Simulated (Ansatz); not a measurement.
```xyz
2

Al    0.0000    0.0000   -0.7407
F     0.0000    0.0000    1.0698
```

Basis set: cc-pVDZ (spherical functions). Frozen core: 6 orbitals. Charge 0, multiplicity 1.

Computed with Ansatz (development build ahead of 0.2.0); each method stands on the lowest determinant of its kind that the runs found. Restricted open shells among the atoms or ions are ROHF, correlated in semicanonical orbitals with singles.

Question: Give the atomization energy at this shape (free ground-state atoms in the same class of orbitals less the molecule, no zero-point energy) of singlet AlF by RHF-MP2, RHF.

Answer:

```tsv
method	atomization energy
RHF-MP2	617.2 kJ/mol
RHF	461.0 kJ/mol
```
